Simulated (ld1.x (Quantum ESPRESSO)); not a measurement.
**What one change does to a pseudopotential (phosphorus (P), ultrasoft)**

* Element: phosphorus (P)
* Generator: ld1.x (Quantum ESPRESSO) 7.5
* Type: ultrasoft
* Functional: LDA (PZ)
* Relativity: scalar-relativistic
* Frozen core: [Ne]
* Valence charge: 5
* Reference configuration: 3s2 3p3
* Partial waves: 3s (bound): rcut 1.40, rcutus 1.55 bohr; 3s channel at 1.7 Ry: rcut 1.40, rcutus 1.55 bohr; 3p (bound): rcut 1.20, rcutus 1.65 bohr; 3p channel at 2.8 Ry: rcut 1.20, rcutus 1.65 bohr
* Local potential: all-electron potential smoothed inside 1.20 bohr (lloc = -1)
* Core correction: none
* Augmentation charge: PSQ, radius 1.35 bohr

Change: core correction a·sin(br)/r model core inside 0.64 bohr.

Cutoffs: the cutoffs (Ry, on a coarse ladder) from which the occupation-weighted sum of valence levels, in a spherical-Bessel basis at the reference potential, stays within 10 and 1 mRy of its value at 400 Ry; they do not see the model core or the augmentation charge, which bear on the density cutoff. Errors are all-electron minus pseudo energies relative to the spin-unpolarised reference configuration.

Question: What does the change do?

Answer: The potential gets neither clearly harder nor softer (15 Ry and 25 Ry → 15 Ry and 25 Ry); of the 9 tests that both files solve, the error grows in 0 and shrinks in 7 by more than 15 % and 0.3 meV (median size 6.4 → 0.9 meV); neither file shows a bound ghost. Exchange and correlation are not linear in the density, so unscreening with the valence charge alone errs where core and valence overlap; a model core restores that term. A model core, the more so a compact one, raises the density cutoff, which this test does not measure.

| quantity | base | changed |
| --- | --- | --- |
| cutoff, loose | 15 Ry | 15 Ry |
| cutoff, tight | 25 Ry | 25 Ry |
| bound ghosts | none | none |
| error for 3s2 3p2, meV [ΔE 9.82 eV] | +1.4 | -0.3 |
| error for 3s2 3p1, meV [ΔE 29.07 eV] | +18 | +0.4 |
| error for 3s2 3p0, meV [ΔE 58.96 eV] | +90 | +2.3 |
| error for 3s2 3p2.5, meV [ΔE 3.82 eV] | 0.0 | -0.2 |
| error for 3s1 3p4, meV [ΔE 8.50 eV] | +2.4 | -0.9 |
| error for 3s1 3p3, meV [ΔE 18.89 eV] | +6.4 | -3.0 |
| error for 3s2 3p3.3, meV [ΔE -1.34 eV] | +0.1 | +0.1 |
| error for 3s2 3p3 (spin-polarised), meV [ΔE -1.51 eV] | +120 | -5.3 |
| error for 3s2 3p2 (spin-polarised), meV [ΔE 8.98 eV] | +81 | -4.1 |
| s: phases at 1.80 bohr within 0.05 rad from the reference energy up to (Ry; the scan ends near 5) | to the end of the scan | to the end of the scan |
| p: phases at 1.80 bohr within 0.05 rad from the reference energy up to (Ry; the scan ends near 5) | to the end of the scan | to the end of the scan |
| lowest overlap eigenvalue by channel | s 0.43, p 0.72 | s 0.43, p 0.72 |
